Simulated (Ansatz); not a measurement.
Cost and result for the atomization energy of C3InN3O3, SMILES `O=C=[N][In]([N]=C=O)[N]=C=O` (10 atoms, 9 bonds).

```xyz
10

O    -0.9383    2.1028   -3.3569
C    -0.4141    1.3854   -2.6056
N     0.1867    0.6218   -1.8896
In    0.0016    0.0022    0.0008
N    -1.4737    0.7132    1.1454
C    -1.8387    0.5378    2.2823
O    -2.2524    0.4241    3.3639
N     1.2927   -1.3275    0.7473
C     2.2521   -1.9242    0.3229
O     3.1842   -2.5356   -0.0106
```

Total charge 0; spin multiplicity 1. Correlated methods include outer-core shells of In, which these sets cover unevenly. In takes the def2 core potential. All single points use the PBE0-D4/def2-TZVP geometry. It is one conformer, not always the lowest. Program: Ansatz. All runs use 2 threads of an AMD EPYC 7R13 on a shared host and a share of an NVIDIA H100 80 GB. Times are those of one run each, without the atoms' runs, and a repeat can differ threefold. Electronic energies, without spin–orbit coupling; frozen cores. CCSD(T)/CBS adds CCSD(T) − MP2 in def2-TZVPP to the MP2 limit, and its time is that of the two runs behind it. T1 = 0.018. With those shells the extrapolation isn't a true limit. B3LYP takes the VWN-RPA correlation (the form of Gaussian; ORCA's B3LYP/G). HSE06 is the plane-wave form, built on full-range PBE exchange.

CCSD(T)/CBS is a level of theory with its own doubt, some kJ/mol a heavy atom from the limit and from the frozen cores, so smaller differences don't rank the functionals.

```tsv
level	functions	wall time	atomization (kcal/mol)	difference from CCSD(T)/CBS	per bond
B3LYP-D4/def2-TZVPP (with forces)	329	9 s	1186.2	7.4	0.8
B97M-V/def2-TZVPP	329	9 s	1191.8	13.0	1.5
r2SCANh-D4/def2-TZVPP	329	11 s	1172.8	-6.0	-0.7
MP2/def2-QZVPP	595	11 s	1235.4	56.6	6.3
ωB97M-V/def2-TZVPP (with forces)	329	11 s	1190.6	11.8	1.3
B2PLYP/def2-TZVPP	329	12 s	1179.8	1.0	0.1
CCSD(T)/def2-SVP	152	12 s	1100.7	-78.1	-8.7
CAM-B3LYP-D4/def2-TZVPP	329	13 s	1190.5	11.7	1.3
HSE06-D4/def2-TZVPP	329	13 s	1201.7	22.9	2.5
PBE-QIDH/def2-TZVPP	329	13 s	1175.5	-3.3	-0.4
LDA (SPW92)/def2-TZVPP	329	20 s	1448.0	269.2	29.9
CCSD(T)/def2-TZVPP	329	36 s	1133.0	-45.8	-5.1
CCSD(T)/CBS(def2)	–	47 s	1178.8	0.0	0.0
```

From r2SCAN to r2SCAN0 (25 % exact exchange), in def2-TZVPP and without D4, the atomization energy moves by −58.0 kcal/mol: exact exchange takes away binding that semilocal exchange gives to molecules. The D4 term adds +10.6 kcal/mol with B3LYP and +5.7 kcal/mol with PBE0; it sums over pairs of atoms, weighted by their polarisabilities, and B3LYP, whose exchange is more repulsive, gets the larger term. At CCSD(T), def2-SVP lies −78.1 kcal/mol from the extrapolated value and def2-TZVPP −45.7 kcal/mol: correlation converges slowly with the basis, and small sets miss more of it in the bonded molecule than in its fragments.

Spin–orbit coupling would lower the free In atoms strongly, and the atomization energy with them, by more than many differences here.
